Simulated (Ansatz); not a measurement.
`[SiH3][SiH2]CCl` + `C=C[SiH3]` → `[SiH3]/C=C\CCl` + disilane  (formal exchange of groups at a C–Si bond)

Isolated molecules relaxed with PBE0-D4/def2-TZVP in Ansatz; ΔE leaves out vibrations. CCSD(T)/CBS is the MP2 limit (def2-TZVPP, def2-QZVPP) plus CCSD(T) − MP2 in def2-TZVPP, frozen cores. DFT in def2-TZVPP. B3LYP here is the variant with VWN-RPA as its local correlation; programs differ in this. One conformer a species, not always the lowest.

(1) Is it downhill or uphill in electronic energy at CCSD(T)/CBS, and by how much? (Best estimate.)

(2) What do these levels give: B3LYP-D4, B2PLYP, PBE0, HF/def2-TZVPP, CCSD/def2-TZVPP, SCS-MP2/def2-QZVPP? (An estimate is asked.)

Largest T1 diagnostic among the species: 0.013.

## Answers

(1) Ansatz gave: Uphill: ΔE = +0.19 eV.

(2) Ansatz gave: B3LYP-D4 0.16, B2PLYP 0.17, PBE0 0.16, HF/def2-TZVPP 0.18, CCSD/def2-TZVPP 0.17, SCS-MP2/def2-QZVPP 0.18 eV.
